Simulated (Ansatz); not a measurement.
`C=C(N)O` and `C=C(N)[TeH]` differ in one element.

Ansatz, PBE0-D4/def2-TZVP geometries, multiplicity 1. Each molecule was computed in one conformer, which needn't be the lowest.

Elements past krypton have def2 core potentials.

```tsv
property	`C=C(N)O`
HOMO–LUMO gap (ωB97M-V/def2-TZVPP) / eV	10.42
LUMO energy (PBE/def2-TZVPP) / eV	0.01
size of the dipole moment (ωB97M-V/def2-TZVPP) / D	1.07
HOMO energy (PBE/def2-TZVPP) / eV	-4.66
HOMO–LUMO gap (PBE0/def2-TZVPP) / eV	6.74
HOMO–LUMO gap (B3LYP/def2-TZVPP) / eV	6.15
```

(1) What does the change do to each property? (Estimate.)

Results:

(1) The calculation gave: 
| property | `C=C(N)[TeH]` | shift |
| --- | --- | --- |
| HOMO–LUMO gap (ωB97M-V/def2-TZVPP) / eV | 9.39 | -1.03 |
| LUMO energy (PBE/def2-TZVPP) / eV | -1.48 | -1.49 |
| size of the dipole moment (ωB97M-V/def2-TZVPP) / D | 1.58 | 0.51 |
| HOMO energy (PBE/def2-TZVPP) / eV | -5.03 | -0.37 |
| HOMO–LUMO gap (PBE0/def2-TZVPP) / eV | 5.43 | -1.31 |
| HOMO–LUMO gap (B3LYP/def2-TZVPP) / eV | 4.99 | -1.16 |

With PBE0 the HOMO falls by 0.22 eV and the LUMO falls by 1.53 eV, so the gap narrows by about 1.31 eV. PBE moves the HOMO by -0.37 eV and ωB97M-V by -0.09 eV. Dipoles are sizes alone; their direction can turn.

B3LYP here is the variant with VWN-RPA as its local correlation; programs differ in this.

Spin–orbit coupling is left out; it splits and shifts lone-pair levels of the heavy atoms by tenths of an eV.
